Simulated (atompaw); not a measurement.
Which change was made? (Cr, PAW (atompaw))

```json
{"Element": "chromium (Cr)", "Generator": "atompaw 4.2.0.5", "Type": "PAW", "Functional": "PBEsol", "Relativity": "scalar-relativistic", "Frozen core": "[Ar]", "Valence charge": "6", "Reference configuration": "3d4 4s0 4p0 (charge +2)", "Partial waves": "4s (bound, empty): rc 2.55 bohr; 4s channel at -0.6 Ry: rc 2.55 bohr; 4p (bound, empty): rc 2.20 bohr; 4p channel at -0.25 Ry: rc 2.20 bohr; 3d (bound): rc 2.55 bohr; 3d channel at -0.05 Ry: rc 2.20 bohr", "Local potential": "bessel scheme, radius 1.90 bohr", "Core correction": "smooth core density matched at 1.60 bohr", "Augmentation charge": "besselshape compensation charge, radius 2.10 bohr; PAW radius 2.55 bohr; waves and projectors: custom rrkj gramschmidtortho"}
```

Cutoffs, loose and tight: the cutoffs (Ry, on a coarse ladder) from which the occupation-weighted sum of valence levels, in a spherical-Bessel basis at the reference potential, stays within 10 and 1 mRy of its value at 400 Ry. They see the waves, projectors and local potential, not the compensation charge or the core.

The base gives: outcome: generated; cutoff, loose: 15 Ry; cutoff, tight: 21 Ry; bound ghosts: none.

(1) After one change the result is: outcome: generated; cutoff, loose: 15 Ry; cutoff, tight: 21 Ry; bound ghosts: p, s. Which change was it?
A. core [Ne] 3s2, valence charge 12; reference 3p6 3d5 4s0.5 4p0; waves now 4s (bound): rc 2.90 bohr; 4s channel at 2.9 Ry: rc 2.90 bohr; 3p (bound): rc 1.50 bohr; 4p (bound): rc 2.90 bohr; 3d (bound): rc 1.35 bohr; 3d channel at 4.05 Ry: rc 1.35 bohr; local potential bessel scheme, radius 2.00 bohr; core correction smooth core density matched at 2.45 bohr; augmentation besselshape compensation charge, radius 2.60 bohr; PAW radius 2.90 bohr; waves and projectors: custom rrkj gramschmidtortho
B. local potential troulliermartins scheme with l = 3 at 1 Ry, radius 1.90 bohr
C. local potential bessel scheme, radius 1.40 bohr

Answers

(1) B. The others give: core [Ne] 3s2, valence charge 12; reference 3p6 3d5 4s0.5 4p0; waves now 4s (bound): rc 2.90 bohr; 4s channel at 2.9 Ry: rc 2.90 bohr; 3p (bound): rc 1.50 bohr; 4p (bound): rc 2.90 bohr; 3d (bound): rc 1.35 bohr; 3d channel at 4.05 Ry: rc 1.35 bohr; local potential bessel scheme, radius 2.00 bohr; core correction smooth core density matched at 2.45 bohr; augmentation besselshape compensation charge, radius 2.60 bohr; PAW radius 2.90 bohr; waves and projectors: custom rrkj gramschmidtortho → outcome: generated; cutoff, loose: 55 Ry; cutoff, tight: 100 Ry; bound ghosts: none | local potential bessel scheme, radius 1.40 bohr → outcome: generated; cutoff, loose: 15 Ry; cutoff, tight: 21 Ry; bound ghosts: p.
